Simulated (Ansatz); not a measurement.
C₃H₁₂ClNOSiTi (`C[N](C)[Ti]([CH3])([Cl])[O][SiH3]`) at its PBE0-D4/def2-TZVP geometry, where that method's forces vanish. The species carries charge 0 and has multiplicity 1.

```xyz
20

C    -2.0830   -1.3525    0.5639
N    -0.9210   -0.5073    0.7130
C    -0.3689   -0.4991    2.0429
Ti   -0.3242    0.3848   -0.7968
C     0.4221   -1.1313   -1.9853
Cl   -1.9809    1.3493   -1.9406
O     1.0632    1.4189   -0.3645
Si    2.3118    2.4605   -0.1511
H    -2.4690   -1.3106   -0.4586
H    -2.8920   -1.0329    1.2334
H    -1.8404   -2.3991    0.7898
H    -1.1079   -0.1452    2.7740
H     0.5017    0.1559    2.0927
H    -0.0582   -1.5080    2.3454
H     1.2660   -1.6220   -1.4921
H    -0.3517   -1.8770   -2.1919
H     0.7599   -0.6996   -2.9336
H     1.8874    3.8392   -0.5025
H     2.7329    2.4210    1.2741
H     3.4521    2.0548   -1.0120
```

(1) What forces (eV/Å) does PBE-D4/def2-TZVPP give on these atoms in Ansatz 0.2.0? (Estimate.)

Answers

(1) Computed: 
```
C1  -0.069 -0.026 -0.044
N2  -0.019 -0.099  0.191
C3   0.040  0.022  0.053
Ti4 -0.161  0.136 -0.343
C5   0.022 -0.056 -0.017
Cl6 -0.171  0.098 -0.106
O7  -0.007 -0.060  0.066
Si8  0.255  0.225  0.035
H9  -0.074  0.005 -0.200
H10 -0.182  0.056  0.146
H11  0.042 -0.226  0.051
H12 -0.152  0.068  0.174
H13  0.180  0.131  0.018
H14  0.065 -0.213  0.081
H15  0.166 -0.109  0.083
H16 -0.142 -0.150 -0.040
H17  0.068  0.083 -0.179
H18 -0.039  0.156 -0.036
H19  0.049 -0.002  0.156
H20  0.128 -0.040 -0.091
```
